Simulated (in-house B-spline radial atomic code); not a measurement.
Radial electron density of Ni2+, [Ar] 3d8. Computed with a radial B-spline atomic code at the basis-set limit: non-relativistic PBE0, spin-polarised, spherical fractional occupations, point nucleus, inside a hard spherical wall at 4.9 bohr.

Caution: exact exchange at fractional occupations of open shells leaves self-interaction of up to several eV.

Columns: r (bohr), 4πr²n(r) (electrons per bohr), bar.

```
 0.00253    1.043 #
 0.00303    1.455 ##
 0.00363    2.019 ##
 0.00434    2.773 ###
  0.0052    3.794 ####
 0.00623    5.141 ######
 0.00746    6.882 ########
 0.00894    9.099 ###########
  0.0107    11.81 ##############
  0.0128    15.04 #################
  0.0154    18.84 ######################
  0.0184    22.78 ##########################
   0.022     26.7 ###############################
  0.0264    30.22 ###################################
  0.0316    32.69 ######################################
  0.0379    33.71 #######################################
  0.0454    33.03 ######################################
  0.0544    30.96 ####################################
  0.0651    28.43 #################################
   0.078    26.75 ###############################
  0.0934    27.21 ################################
   0.112    30.19 ###################################
   0.134    34.51 ########################################
   0.161    37.84 ############################################
   0.192     37.5 ############################################
    0.23    32.68 ######################################
   0.276    25.07 #############################
    0.33    18.58 ######################
   0.396    16.01 ###################
   0.474    17.45 ####################
   0.568    19.94 #######################
    0.68    20.24 ########################
   0.815     17.3 ####################
   0.976    12.48 ###############
    1.17    7.706 #########
     1.4    4.209 #####
    1.68    2.052 ##
    2.01   0.9223 #
    2.41   0.3653 
    2.88   0.1241 
    3.45  0.03171
```

On this grid the curve has 3 maxima, near 0.0379, 0.161, 0.68 bohr.

The 3p up radial function P(r) = rR(r), positive near the nucleus:

```csv
r (bohr),P
0.00253,0.00149
0.00363,0.003021
0.0052,0.006064
0.00746,0.01209
0.0107,0.02378
0.0154,0.04613
0.022,0.08587
0.0316,0.155
0.0454,0.2641
0.0651,0.4124
0.0934,0.5682
0.134,0.6387
0.192,0.4784
0.276,-0.01571
0.396,-0.7031
0.568,-1.178
0.815,-1.115
1.17,-0.6669
1.68,-0.2446
2.41,-0.0489
3.45,-0.004352
```
